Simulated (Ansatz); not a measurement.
BH$_{7}$NSi$_{2}$, SMILES `BN([SiH2])[SiH3]` radical. Total charge 0; spin multiplicity 2.

```xyz
11

B     1.600    0.294    0.127
N     0.216    0.019    0.195
Si   -0.690    0.525    1.608
Si   -0.609   -0.842   -1.095
H     2.127    0.880    1.032
H     2.234   -0.056   -0.828
H    -2.131    0.587    1.228
H    -0.201    1.850    2.076
H    -1.525   -1.843   -0.489
H     0.398   -1.516   -1.946
H    -1.418    0.103   -1.907
```

**Question.** List the harmonic frequencies (cm⁻¹, unscaled) at PBE0-D4/def2-TZVP in Ansatz. (Best estimate.)

**Answer.** The calculation gave: 64, 128, 189, 231, 278, 405, 572, 649, 707, 734, 749, 835, 907, 939, 950, 962, 1019, 1070, 1204, 1349, 2175, 2216, 2229, 2231, 2259, 2557, 2639.

**Question.** Is this a minimum?

**Answer.** Yes, all 27 modes are real.

**Question.** Give the ideal-gas thermochemistry at 298.15 K and 1 bar (rigid rotor, harmonic oscillator; point group C1, symmetry number 1).

**Answer.** Zero-point energy 180.9 kJ/mol; H(298) − E = 202.1 kJ/mol; entropy 349.2 J/(mol·K), of which translation 164.7, rotation 109.8, vibration 69.0, electronic 5.8; G(298) − E = 98.0 kJ/mol. Modes under 100 cm⁻¹ are hindered rotations or soft bends, so the harmonic entropy is rough.

**Question.** Rotational constants (cm⁻¹)?

**Answer.** 0.2282, 0.1087, 0.07616.
